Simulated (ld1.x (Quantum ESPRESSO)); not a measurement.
# How hard is this oxygen TM potential?

ld1.x (Quantum ESPRESSO) 7.5 input, shortened:

```
&input
   title='O', zed=8., rel=1, dft='BLYP', iswitch=3,
   config='[He] 2s2 2p3.5 3d-2'
 /
 &inputp
   pseudotype=2, tm=.true., lloc=2,
   nlcc=.true., new_core_ps=.true., rcore=0.35
 /
3
2S  1  0   2.00   0.00  0.65  0.65  0.0
2P  2  1   3.50   0.00  1.05  1.05  0.0
3D  3  2  -2.00   0.05  0.90  0.90  0.0
 &test
   configts(1)='2s2 2p3.5'
 /
```

The pseudo-atom Hamiltonian at the reference potential is diagonalised in spherical Bessel functions j_l(qr) that vanish at 20 bohr, with q² up to the cutoff. All-electron valence levels (Ry): 2s -2.2973, 2p -1.1961.

**Question.** How do the lowest levels (Ry) of each channel move with the cutoff, and are there ghosts?

**Answer.**

```
cutoff (Ry)     s #1     p #1     p #2     d #1    f #1    f #2  Σ f·Δε (mRy)
          8  -2.1157  -0.4275  -0.0573  -0.0144  0.0428  0.1635        3053.4
         25  -2.1677  -0.8201  -0.0842  -0.0145  0.0428  0.1635        1575.3
         50  -2.2708  -1.0909  -0.0973  -0.0145  0.0428  0.1635         421.2
        100  -2.2891  -1.1946  -0.1018  -0.0145  0.0428  0.1635          21.8
        180  -2.2958  -1.1960  -0.1019  -0.0145  0.0427  0.1635           3.3
        400  -2.2972  -1.1962  -0.1019  -0.0145  0.0427  0.1635           0.0
```

Result: no extra level below or beside the all-electron valence levels (s, p, d, f tested); 10 mRy is reached at 160 Ry and 1 mRy at 300 Ry.

Its largest configuration-test error is +530 meV.
